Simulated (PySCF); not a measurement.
Compound: C3H9GaN2.
SMILES: `N[CH2][GaH2-][N+]#CC`

A linear-response calculation (PySCF, def2-SVPD basis, gas phase, vertical, core orbitals frozen in the response) gave these numbers; the functional is withheld.

Orbital energies (eV): HOMO-3 -11.35, HOMO-2 -8.82, HOMO-1 -8.61, HOMO -7.86, LUMO 0.64, LUMO+1 0.79, LUMO+2 1.01.

```
state  E (eV)       f  main configurations (H = HOMO, L = LUMO)
   S1    5.55   0.011                                 H→L (90%)
   S2    5.90  0.0039     H→L+1 (56%), H→L+2 (14%), H→L+3 (11%)
   S3    6.05   0.014                               H→L+2 (81%)
   S4    6.29  0.0077                H-1→L (74%), H-1→L+1 (11%)
   S5    6.46  0.0080                               H-2→L (65%)
   S6    6.73   0.126     H→L+3 (42%), H-2→L (13%), H→L+4 (12%)
```

Triplets, Tamm–Dancoff:

```json
{"state": "T1", "E (eV)": "5.33", "λ (nm)": "232.5", "main configurations (H = HOMO, L = LUMO)": "H→L (85%)"}
{"state": "T2", "E (eV)": "5.69", "λ (nm)": "217.8", "main configurations (H = HOMO, L = LUMO)": "H→L+1 (50%), H→L+3 (15%), H→L+5 (13%)"}
{"state": "T3", "E (eV)": "5.89", "λ (nm)": "210.6", "main configurations (H = HOMO, L = LUMO)": "H→L+2 (66%)"}
{"state": "T4", "E (eV)": "6.04", "λ (nm)": "205.2", "main configurations (H = HOMO, L = LUMO)": "H-2→L (24%), H-1→L (24%), H→L+2 (14%)"}
```

Vertical ionisation energy by ΔSCF with the same functional: 8.63 eV. Mean static polarisability: 84.3 au.

Question: Which of these was used?
A. CAM-B3LYP
B. HF
C. PBE0
D. PBE

Answer: A. CAM-B3LYP is range-separated, 19% exact exchange at short range and 65% at long range (ω = 0.33 bohr⁻¹). In this run −ε(HOMO) = 7.86 eV differs from the ΔSCF value by -0.77 eV, and S1 differs from the orbital gap of 8.50 eV by -2.95 eV. The ratio −ε(HOMO)/IP is 0.91. Usual ranges for neutral molecules in this basis: 0.85 to 0.93 with CAM-B3LYP, 0.5 to 0.7 with PBE, 0.7 to 0.83 with PBE0; with Hartree–Fock the ratio is 1 or more (Koopmans' value less the relaxation energy is the ΔSCF value). The other options: PBE, a GGA without exact exchange; HF, time-dependent Hartree–Fock, 100% exact exchange; PBE0, a global hybrid with 25% exact exchange.

Computed, not measured: TDDFT CAM-B3LYP/def2-SVPD, vertical, gas phase, core orbitals frozen in the response (PySCF). One conformer (not necessarily the lowest) at the PBE0-D3(BJ)/def2-SVP geometry, without solvent, vibrations or thermal averaging. Relativistic effects, spin–orbit coupling among them, are left out although an element past zinc is present.

Shape of the structure used: `[CH3:1][C:2]#[N+:3][GaH2-:4][CH2:5][NH2:6]`: C2–N3–Ga4–C5 22°, N3–Ga4–C5–N6 -49°, H–N6–C5–Ga4 -57°, H–N6–C5–Ga4 -173°.
